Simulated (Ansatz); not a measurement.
## AlBH6NSi+: where a starting geometry ends

The starting geometry of this gas-phase singlet was optimised with GFN2-xTB.

```yaml
atoms:
  - { symbol: Al, position_ang: [-0.3226, 1.1365, 0.7189] }
  - { symbol: B, position_ang: [-2.8645, 0.1506, 0.2456] }
  - { symbol: N, position_ang: [-1.6908, 0.0483, 1.0650] }
  - { symbol: Si, position_ang: [1.5803, 2.6034, 0.2942] }
  - { symbol: H, position_ang: [-2.8164, 0.9653, -0.6096] }
  - { symbol: H, position_ang: [-3.7935, -0.5313, 0.4257] }
  - { symbol: H, position_ang: [-1.7506, -0.6609, 1.7973] }
  - { symbol: H, position_ang: [1.3939, 3.1260, -1.0789] }
  - { symbol: H, position_ang: [2.7794, 1.7445, 0.4325] }
  - { symbol: H, position_ang: [1.5139, 3.6612, 1.3287] }
```

Q: Predict what becomes of its bonds when it is optimised with B3LYP-D3(BJ)/def2-SVP.

A: New bonds form, giving a structure with H5 bridging Al1 and B2, given below by its coordinates. Contacts that close: Al1–B2 (2.77 → 2.25 Å), Al1–H5 (2.83 → 1.87 Å).

The energy falls by 0.39 eV over 43 steps:

| step | E − E(last) (eV) |
| --- | --- |
| 1 | 0.392 |
| 6 | 0.095 |
| 10 | 0.003 |
| 15 | 0.002 |
| 20 | 0.001 |
| 24 | 0.001 |
| 29 | 0.000 |
| 34 | 0.000 |
| 38 | 0.000 |
| 43 | 0.000 |

Final geometry (Å):

```xyz
10

Al   -0.5014    1.0188    0.5967
B    -2.6349    0.3268    0.4739
N    -1.5688   -0.3256    1.0803
Si    1.3781    2.5508    0.2011
H    -2.2118    1.4371   -0.0330
H    -3.7958    0.0963    0.3273
H    -1.6244   -1.2222    1.5568
H     1.4720    2.6482   -1.2765
H     2.5477    1.8960    0.8362
H     0.9683    3.8173    0.8567
```

Frequencies at the end are all real (lowest 29 cm⁻¹). Run with Ansatz 0.2.0, 42 s on 2 threads of Intel(R) Xeon(R) 6975P-C (Granite Rapids), with other jobs on the host.
